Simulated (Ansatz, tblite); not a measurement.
InP nanocrystals, H-capped: gap (eV) at several levels, gas phase, relaxed structures; Ansatz, xTB through tblite. Core potentials for In in the def2 sets, no spin–orbit coupling. Levels of anions in sets without diffuse functions are rough. The structures are stationary points that may keep the symmetry of their start.

```
                         species    state         geometry  GFN1-xTB  GFN2-xTB  PBE-D4/def2-SVP  PBE-D4/def2-TZVP  PBE0-D4/def2-TZVP
In13P13H30, cut from zinc blende  singlet  PBE-D4/def2-SVP      2.49      2.73             3.27              3.22               4.86
   In13P13H32, cut from wurtzite  singlet  PBE-D4/def2-SVP      2.77      2.93             3.39              3.31               4.93
  In14P13H34⁻, cut from wurtzite  singlet  PBE-D4/def2-SVP      2.78      2.25             2.90              2.86               4.50
   In14P14H34, cut from wurtzite  singlet  PBE-D4/def2-SVP      2.75      2.81             3.29              3.21               4.82
```

**Question.** Estimate the column for PBE0-D4/def2-SVP.

**Answer.** In13P13H30, cut from zinc blende 4.92; In13P13H32, cut from wurtzite 5.03; In14P13H34⁻, cut from wurtzite 4.55; In14P14H34, cut from wurtzite 4.91.
